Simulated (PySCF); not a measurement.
Gas-phase equilibrium of 1 mol H2O, 3.8 mol O2 at 1800 K and 1.01 bar, among 9 species (O2, O, HO2, H2O, H, H2O2, O3, H2, OH). Only gases are allowed; each row takes one source of thermochemistry for all species, and Cantera finds the minimum.

Method: PySCF energies plus ideal-gas RRHO corrections (1 bar). 'Table' is the NASA 1993 thermochemical table (part measured, part estimated). † marks an energy on the PBE0/def2-TZVP geometry and frequencies. MP2 and CCSD(T) freeze the core. Open shells (unrestricted) among the columns below: O2 (multiplicity 3), O (multiplicity 3, electronic degeneracy 9), HO2 (multiplicity 2), H (multiplicity 2), OH (multiplicity 2, electronic degeneracy 4); the rest are closed-shell singlets. Spin-orbit splitting is ignored; it lowers the true energy and changes the entropy of O, OH. MP2 isn't extrapolated to the basis-set limit. CCSD(T) isn't extrapolated to the basis-set limit. The harmonic model lacks anharmonicity and excited electronic states, which grow with temperature; levels with a mode under 35 cm⁻¹ are left out. The table's entry may be an old estimate for HO2, OH (not checked at source).

Molecules larger than those listed are left out.

Mole fractions:

```
thermochemistry     x O2  x H2O     x OH      x O     x H2     x H   x HO2
------------------  ----  -----  -------  -------  -------  ------  ------
table               0.79   0.21   0.0014  0.00011   1.2e-5  1.3e-6  4.5e-6
BLYP/def2-TZVP†     0.79   0.21   0.0013   1.5e-5  0.00025  6.0e-6  8.4e-6
CCSD(T)/def2-SVP†   0.79   0.21   0.0032  0.00064  0.00012  9.4e-6  3.2e-6
MP2/def2-SVP†       0.79   0.21  0.00098  0.00013   7.3e-5  1.5e-5  4.3e-7
MP2/def2-TZVPP†     0.79   0.21  0.00068   6.1e-5   9.4e-6  2.6e-6  5.7e-7
PBE0/def2-SVP†      0.79   0.21   0.0015   4.7e-5  0.00014  1.2e-5  7.0e-6
ωB97X-V/def2-TZVP†  0.79   0.21   0.0016   5.1e-5   8.3e-5  4.5e-6  6.3e-6
```
The most sensitive of these is O: it spans a factor of 10^1.6 over these rows; at this temperature one factor of ten is RT ln 10 = 34 kJ/mol.
